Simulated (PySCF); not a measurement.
HGeO (SMILES [OH+]=[Ge]), charge +1, singlet, geometry from GFN2-xTB; BHANDHLYP/STO-3G run with PySCF.

Here is a job for PySCF.
```python
from pyscf import gto, scf, dft

mol = gto.M(
    atom='''
O    -0.000000   -0.000000   -1.247879
Ge    0.000000    0.000000    0.381520
H    -0.000000   -0.000000   -2.225602
''',
    basis='sto-3g',
    charge=1,
    spin=0,
    verbose=4,
)

mf = dft.RKS(mol)
mf.xc = 'bhandhlyp'
mf.kernel()
```

It wrote (shortened):

```
PySCF version 2.14.0

[INPUT] verbose = 4
[INPUT] num. atoms = 3
[INPUT] num. electrons = 40
[INPUT] charge = 1
[INPUT] spin (= nelec alpha-beta = 2S) = 0
[INPUT] symmetry False subgroup None
[INPUT] Mole.unit = angstrom
[INPUT] Symbol           X                Y                Z      unit          X                Y                Z       unit  Magmom
[INPUT]  1 O      0.000000000000   0.000000000000  -1.247879000000 AA    0.000000000000   0.000000000000  -2.358149546596 Bohr   0.0
[INPUT]  2 Ge     0.000000000000   0.000000000000   0.381520000000 AA    0.000000000000   0.000000000000   0.720968311044 Bohr   0.0
[INPUT]  3 H      0.000000000000   0.000000000000  -2.225602000000 AA    0.000000000000   0.000000000000  -4.205778242284 Bohr   0.0

nuclear repulsion = 93.9657282787501
number of shells = 12
number of NR pGTOs = 72
number of NR cGTOs = 24
basis = sto-3g
ecp = {}

******** <class 'pyscf.dft.rks.RKS'> ********
method = RKS
initial guess = minao
damping factor = 0
level_shift factor = 0
DIIS = <class 'pyscf.scf.diis.CDIIS'>
diis_start_cycle = 1
diis_space = 8
diis_damp = 0
SCF conv_tol = 1e-09
SCF conv_tol_grad = None
SCF max_cycles = 50
direct_scf = True
direct_scf_tol = 1e-13
XC library pyscf.dft.libxc version 7.1.2
    S. Lehtola, C. Steigemann, M. J. T. Oliveira, and M. A. L. Marques,  SoftwareX 7, 1–5 (2018)
XC functionals = bhandhlyp
    A. D. Becke,  J. Chem. Phys. 98, 1372 (1993)
    Defined through Gaussian implementation.
radial grids:
    Treutler-Ahlrichs [JCP 102, 346 (1995); DOI:10.1063/1.469408] (M4) radial grids

becke partition: Becke, JCP 88, 2547 (1988); DOI:10.1063/1.454033
pruning grids: <function nwchem_prune>
grids dens level: 3
symmetrized grids: False
atomic radii adjust function: <function treutler_atomic_radii_adjust>
small_rho_cutoff = 0
Set gradient conv threshold to 3.16228e-05
Initial guess from minao.
tot grids = 44536
init E= -2125.46996455426
  HOMO = -0.597796073723776  LUMO = -0.279382390358701  gap/eV = 8.66448
cycle= 1 E= -2127.59529654345  delta_E= -2.13  |g|= 0.41  |ddm|= 2.12
  HOMO = -0.477700206411061  LUMO = -0.159256289171785  gap/eV = 8.66530
cycle= 2 E= -2127.53391065273  delta_E= 0.0614  |g|= 0.638  |ddm|=  1.1
  HOMO = -0.545936596395163  LUMO = -0.177524830017314  gap/eV = 10.02499
cycle= 3 E= -2127.64773761641  delta_E= -0.114  |g|= 0.0631  |ddm|= 0.755
  HOMO = -0.567883549152088  LUMO = -0.190189796374307  gap/eV = 10.27757
cycle= 4 E= -2127.64917084579  delta_E= -0.00143  |g|= 0.00771  |ddm|= 0.096
  HOMO = -0.568246704316657  LUMO = -0.190495936387821  gap/eV = 10.27912
cycle= 5 E= -2127.64919325898  delta_E= -2.24e-05  |g|= 0.00154  |ddm|= 0.0139
  HOMO = -0.568403922988522  LUMO = -0.190584797828091  gap/eV = 10.28098
cycle= 6 E= -2127.64919407607  delta_E= -8.17e-07  |g|= 0.000114  |ddm|= 0.00208
  HOMO = -0.568428507592897  LUMO = -0.190600038347178  gap/eV = 10.28124
cycle= 7 E= -2127.6491940832  delta_E= -7.12e-09  |g|= 2.17e-05  |ddm|= 0.000235
  HOMO = -0.568426794130849  LUMO = -0.190598674544835  gap/eV = 10.28123
cycle= 8 E= -2127.64919408381  delta_E= -6.18e-10  |g|= 1.84e-06  |ddm|= 9.85e-05
  HOMO = -0.568427307357261  LUMO = -0.19059904775791  gap/eV = 10.28123
Extra cycle  E= -2127.64919408382  delta_E= -1.36e-12  |g|= 2.07e-06  |ddm|= 6.18e-06
converged SCF energy = -2127.64919408382
```
